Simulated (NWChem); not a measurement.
System: SiH3Br; SMILES [SiH3]Br

Input file for NWChem:

```
start job
memory heap 200 mb stack 900 mb global 1100 mb
geometry units angstroms noautosym nocenter noautoz
  Si     0.000000     0.000000    -1.417110
  Br     0.000000     0.000000     0.809288
  H      0.997374     0.997374    -1.893767
  H     -1.362438     0.365064    -1.893767
  H      0.365064    -1.362438    -1.893767
end
basis spherical
  Si library def2-svpd
  Br library def2-svpd
  H library def2-svpd
end
dft
  xc pbe0
  iterations 150
end
property
  response 1 0.0
end
task dft property
```

NWChem printed, in part:

```
             Northwest Computational Chemistry Package (NWChem) 7.3.0
             --------------------------------------------------------

                             Geometry "geometry" -> ""
                             -------------------------

 Output coordinates in angstroms (scale by  1.889725989 to convert to a.u.)

  No.       Tag          Charge          X              Y              Z
 ---- ---------------- ---------- -------------- -------------- --------------
    1 Si                  14.0000     0.00000000     0.00000000    -1.41711000
    2 Br                  35.0000     0.00000000     0.00000000     0.80928800
    3 H                    1.0000     0.99737400     0.99737400    -1.89376700
    4 H                    1.0000    -1.36243800     0.36506400    -1.89376700
    5 H                    1.0000     0.36506400    -1.36243800    -1.89376700

 Effective nuclear repulsion energy (a.u.)     150.2662813719

                              NWChem Property Module
                              ----------------------

                                 NWChem DFT Module
                                 -----------------

 Summary of "ao basis" -> "ao basis" (spherical)
 ------------------------------------------------------------------------------
       Tag                 Description            Shells   Functions and Types
 ---------------- ------------------------------  ------  ---------------------
 Si                        def2-svpd                10       24   5s3p2d
 Br                        def2-svpd                15       41   6s5p4d
 H                         def2-svpd                 4        8   2s2p

            General Information
            -------------------
          SCF calculation type: DFT
          Wavefunction type:  closed shell.
          No. of atoms     :     5
          No. of electrons :    52
           Alpha electrons :    26
            Beta electrons :    26
          Charge           :     0
          Spin multiplicity:     1
          Use of symmetry is: off; symmetry adaption is: off
          Maximum number of iterations: 150
          AO basis - number of functions:    89
                     number of shells:    37
          Convergence on energy requested:  1.00D-06
          Convergence on density requested:  1.00D-05
          Convergence on gradient requested:  5.00D-04

              XC Information
              --------------
                         PBE0 Method XC Functional
                     Hartree-Fock (Exact) Exchange  0.250
          PerdewBurkeErnzerhof Exchange Functional  0.750
            Perdew 1991 LDA Correlation Functional  1.000 local
           PerdewBurkeErnz. Correlation Functional  1.000 non-local

             Grid Information
             ----------------
          Grid used for XC integration:  medium
          Radial quadrature: Mura-Knowles
          Angular quadrature: Lebedev.
          Tag              B.-S. Rad. Rad. Pts. Rad. Cut. Ang. Pts.
          ---              ---------- --------- --------- ---------
          Si                  1.10       88          11.0       590
          Br                  1.15      112          11.0       590
          H                   0.35       45          11.0       434
          Grid pruning is: on
          Number of quadrature shells:   335
          Spatial weights used:  Erf1

      Superposition of Atomic Density Guess
      -------------------------------------

 Sum of atomic energies:       -2862.32500033

      Non-variational initial energy
      ------------------------------

 Total energy =   -2862.760664
 1-e energy   =   -4282.967286
 2-e energy   =    1269.940341
 HOMO         =      -0.372147
 LUMO         =       0.028269

   convergence    iter        energy       DeltaE   RMS-Dens  Diis-err
 ---------------- ----- ----------------- --------- --------- ---------
 d= 0,ls=0.0,diis     1  -2864.6310957511 -3.01D+03  8.72D-03  2.43D-01
 d= 0,ls=0.0,diis     2  -2864.6380573937 -6.96D-03  5.25D-03  1.55D-01
 d= 0,ls=0.0,diis     3  -2864.6589364596 -2.09D-02  1.12D-03  9.00D-03
 d= 0,ls=0.0,diis     4  -2864.6602070986 -1.27D-03  2.15D-04  1.74D-04
 d= 0,ls=0.0,diis     5  -2864.6602277679 -2.07D-05  4.24D-05  1.86D-05
  Resetting Diis
 d= 0,ls=0.0,diis     6  -2864.6602296584 -1.89D-06  7.84D-06  2.79D-07
 d= 0,ls=0.0,diis     7  -2864.6602297043 -4.59D-08  1.27D-06  2.43D-09

         Total DFT energy =    -2864.660229704301
      One electron energy =    -4284.289885120567
           Coulomb energy =     1382.297784754379
    Exchange-Corr. energy =     -112.934410709963
 Nuclear repulsion energy =      150.266281371851

 Numeric. integr. density =       51.999998245741

                       DFT Final Molecular Orbital Analysis
                       ------------------------------------

 Vector   24  Occ=2.000000D+00  E=-3.886256D-01
              MO Center= -1.5D-06, -1.1D-06,  7.0D-02, r^2= 2.9D+00
   Bfn.  Coefficient  Atom+Function         Bfn.  Coefficient  Atom+Function
  ----- ------------  ---------------      ----- ------------  ---------------
    39      0.444368  2 Br pz                42      0.438625  2 Br pz
     4      0.337633  1 Si s                 36     -0.294640  2 Br pz
    11     -0.253115  1 Si pz                14     -0.179904  1 Si pz
    28      0.150860  2 Br s                  8      0.139953  1 Si pz
    66      0.111157  3 H  s                 74      0.111159  4 H  s

 Vector   25  Occ=2.000000D+00  E=-3.122663D-01
              MO Center=  5.7D-02,  6.1D-02,  3.5D-01, r^2= 2.6D+00
   Bfn.  Coefficient  Atom+Function         Bfn.  Coefficient  Atom+Function
  ----- ------------  ---------------      ----- ------------  ---------------
    40      0.393128  2 Br px                41      0.380095  2 Br py
    37      0.360283  2 Br px                38      0.348338  2 Br py
    34     -0.236989  2 Br px                35     -0.229132  2 Br py
    66     -0.174244  3 H  s                 67     -0.101586  3 H  s
    74      0.089666  4 H  s                 82      0.084579  5 H  s

 Vector   26  Occ=2.000000D+00  E=-3.122663D-01
              MO Center= -5.7D-02, -6.1D-02,  3.5D-01, r^2= 2.6D+00
   Bfn.  Coefficient  Atom+Function         Bfn.  Coefficient  Atom+Function
  ----- ------------  ---------------      ----- ------------  ---------------
    41      0.393128  2 Br py                40     -0.380094  2 Br px
    38      0.360283  2 Br py                37     -0.348338  2 Br px
    35     -0.236989  2 Br py                34      0.229132  2 Br px
    82      0.152369  5 H  s                 74     -0.149432  4 H  s
    83      0.088833  5 H  s                 75     -0.087121  4 H  s

 Vector   27  Occ=0.000000D+00  E=-2.075987D-02
              MO Center= -5.9D-07, -6.8D-07, -1.0D+00, r^2= 6.2D+00
   Bfn.  Coefficient  Atom+Function         Bfn.  Coefficient  Atom+Function
  ----- ------------  ---------------      ----- ------------  ---------------
     4      1.598097  1 Si s                  5     -1.179853  1 Si s
    30      0.669017  2 Br s                 29     -0.359748  2 Br s
    42      0.340099  2 Br pz                 3      0.286535  1 Si s
    11      0.287364  1 Si pz                28     -0.276059  2 Br s
    22     -0.267478  1 Si d  0              67     -0.257924  3 H  s

 Vector   28  Occ=0.000000D+00  E= 1.311748D-02
              MO Center= -2.0D-05, -2.0D-05, -1.3D+00, r^2= 8.2D+00
   Bfn.  Coefficient  Atom+Function         Bfn.  Coefficient  Atom+Function
  ----- ------------  ---------------      ----- ------------  ---------------
     4      3.856862  1 Si s                  5     -3.025213  1 Si s
    67     -0.504511  3 H  s                 75     -0.504520  4 H  s
    83     -0.504520  5 H  s                 14     -0.308341  1 Si pz
     3      0.238105  1 Si s                  2      0.217136  1 Si s
    42      0.211945  2 Br pz                28      0.133300  2 Br s

 Vector   29  Occ=0.000000D+00  E= 3.286467D-02
              MO Center=  2.2D-01,  2.1D-01, -1.3D+00, r^2= 4.8D+00
   Bfn.  Coefficient  Atom+Function         Bfn.  Coefficient  Atom+Function
  ----- ------------  ---------------      ----- ------------  ---------------
    24      0.585125  1 Si d  2              19      0.173952  1 Si d  2
     9      0.167044  1 Si px                10     -0.166020  1 Si py
    74      0.158056  4 H  s                 82     -0.157496  5 H  s
    12      0.133163  1 Si px                13     -0.132347  1 Si py
    81     -0.117528  4 H  pz                89      0.117111  5 H  pz

     Multipole analysis of the density
     ---------------------------------

     L   x y z        total         alpha         beta         nuclear
     -   - - -        -----         -----         ----         -------
     0   0 0 0     -0.000000    -26.000000    -26.000000     52.000000

     1   1 0 0     -0.000003     -0.000002     -0.000002      0.000000
     1   0 1 0     -0.000003     -0.000002     -0.000002      0.000000
     1   0 0 1     -0.530408     -2.914826     -2.914826      5.299243

[...]

 DFT Linear Response polarizability / au
 Frequency  =       0.0000000 / au
              X              Y              Z
 -----------------------------------------------
 X      45.1066030     -0.0000011      0.0000212
 Y      -0.0000011     45.1066030      0.0000219
 Z       0.0000213      0.0000219     61.0536377
 -----------------------------------------------
 Eigenvalues =      45.1066019     45.1066041     61.0536377
 Isotropic   =      50.4222813
 Anisotropic =      15.9470347
 -----------------------------------------------

 Magnetic Dipole Response Matrix (nonzero elements):

 Exiting AOResponse driver routine
```

Level: PBE0/def2-SVPD. Coordinates come from a PBE0/def2-SVP optimisation.
